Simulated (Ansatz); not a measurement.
Molecule: ZnH2, charge -1, multiplicity 2. The spin state was set by rule; other spins were not relaxed. 
Geometry from a B3LYP-D3(BJ)/def2-TZVP (Ansatz, a program for electronic structure) optimisation:
```
Zn
H 1 1.6573
H 1 1.6573 2 124.67
```
Charge -1, spin multiplicity 2.

Basis-set convergence of Hartree-Fock and CCSD correlation energies (hartree) with Ansatz. Cores are frozen in the correlated levels unless marked. UHF or UKS for open shells. No spin-orbit coupling. Frozen are the shells of the preceding noble gas and the d and f shells that filled before the atom's block. No relativistic terms.

```tsv
basis	functions	E(HF)	E(corr, CCSD)
def2-SVPD	50	-1778.66012	-0.32380
def2-TZVPPD	101	-1778.90513	-0.49857
def2-QZVPPD	166	-1778.94688	-0.53016
```

Extrapolating the two largest sets (X = 3 and 4) as X^-3: E(corr) = (64·(-0.53016) - 27·(-0.49857))/37 = -0.5532 Eh, an estimate of the basis-set limit. The largest set recovers 95.8 % of it, the smallest 58.5 %.
